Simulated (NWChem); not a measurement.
# Si2H5O2Cl; SMILES [Si@H](O[SiH3])(O)Cl

```xyz
10

O      1.4659    -1.5478     0.6277
Si     0.7431    -0.5947    -0.4959
Cl    -1.2247    -1.1799    -0.7814
O      0.7038     0.9763    -0.0273
Si    -0.2680     2.3165     0.1720
H      1.0933    -1.5758     1.5142
H      1.4989    -0.7680    -1.7474
H     -1.0449     2.5844    -1.0726
H      0.6191     3.4734     0.4722
H     -1.2093     2.1004     1.3093
```
Atoms are numbered in this order, from 1.

Level: PBE0/def2-SVP (NWChem), optimised geometry, unscaled harmonic frequencies. 

| frequency (cm⁻¹) | IR intensity (km/mol) |
|---|---|
| 35 | 0.4 |
| 53 | 0.4 |
| 61 | 0.5 |
| 169 | 47.2 |
| 264 | 21.7 |
| 308 | 80.4 |
| 342 | 44.4 |
| 529 | 59.5 |
| 626 | 52.1 |
| 725 | 64.6 |
| 736 | 51.1 |
| 777 | 91.0 |
| 829 | 231.5 |
| 879 | 270.1 |
| 947 | 58.8 |
| 949 | 82.0 |
| 954 | 159.7 |
| 990 | 324.4 |
| 1115 | 429.3 |
| 2247 | 91.0 |
| 2251 | 110.6 |
| 2267 | 119.3 |
| 2351 | 93.9 |
| 3933 | 117.8 |

```json
{
  "zero_point_energy": "34.8 kcal/mol",
  "thermal correction to the enthalpy at 298.15 K (with zero-point energy)": "40.5 kcal/mol",
  "heat capacity Cv": "26.3 cal/(mol K)",
  "entropy at 298.15 K and 1 atm (symmetry number 1)": "92.6 cal/(mol K)",
  "dipole_moment": "1.40 D"
}
```

Rigid rotor and harmonic oscillator; modes under 100 cm⁻¹ make the entropy uncertain.
